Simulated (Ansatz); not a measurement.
CH3BClF, SMILES `BC(F)Cl`, relaxed with RKS PBE-D4/def2-SVP in the Gaussian-basis code of Ansatz from a rough embedded geometry. The force threshold is 0.03 eV/Å; the program also tests the step.

Total charge 0; spin multiplicity 1.

Start:

```xyz
7

B    -0.615    0.154    0.635
C     0.475    0.003   -0.429
F     1.647   -0.249    0.202
Cl    0.153   -1.286   -1.506
H    -1.305    1.155    0.708
H    -0.927   -0.740    1.396
H     0.573    0.962   -1.005
```

| step | energy (eV) | largest force (eV/Å) | largest move (Å) |
| --- | --- | --- | --- |
| 1 | -16982.6105 | 1.790 | 0.000 |
| 2 | -16982.8124 | 1.186 | 0.097 |
| 3 | -16982.9321 | 0.710 | 0.132 |
| 4 | -16983.0117 | 0.932 | 0.171 |
| 5 | -16983.1596 | 0.703 | 0.182 |
| 6 | -16983.2449 | 0.300 | 0.195 |
| 7 | -16983.2594 | 0.327 | 0.053 |
| 8 | -16983.2648 | 0.139 | 0.021 |
| 9 | -16983.2655 | 0.018 | 0.007 |

End:

```xyz
7

B    -0.675    0.050    0.528
C     0.668    0.216   -0.247
F     1.800   -0.353    0.174
Cl   -0.421   -1.055   -1.252
H    -1.559    0.854    0.325
H    -0.698   -0.724    1.460
H     0.886    1.012   -0.987
```

Hardware: 2 threads of an Arm Neoverse V1 on a shared host. Wall time 12 s, peak host memory 0.14 GiB.
